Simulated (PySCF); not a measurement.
Write Cartesian coordinates for `Cl[B](Cl)[GeH3]` as optimised with PBE0-D3(BJ)/def2-SVP.

```
atom  x, y, z in Å
Cl1    1.9254    1.4920   -0.2160
B2     1.1568   -0.0765   -0.1809
Cl3    2.1591   -1.4991   -0.3524
Ge4   -0.8844   -0.2815    0.0824
H5    -1.1545   -0.8532    1.4883
H6    -1.4537   -1.2769   -0.9453
H7    -1.6184    1.0636   -0.0517
```

Orientation and origin are arbitrary. Atoms count from 1 in this order. Ge4 (germanium bonded to B and 3 H) is tetrahedral (angles from 107.7° to 111.9°). B2 (three-coordinate boron) is planar (angles 121.7°, 119.8° and 118.4°, sum 360.0°, 0.01 Å off the plane of its three neighbours). The 4 heavy atoms lie in one plane (0.003 Å rms).

Bonds between heavy atoms (Å): Cl1–B2 1.747, B2–Cl3 1.749, B2–Ge4 2.068.

Method used: PBE0-D3(BJ)/def2-SVP geometry optimisation, gas phase (PySCF).

Point group: near Cs, missed by 0.37 Å at most; the miss may be what the optimiser left on a soft mode. Not checked by PBE0-D3(BJ)/def2-SVP frequencies.
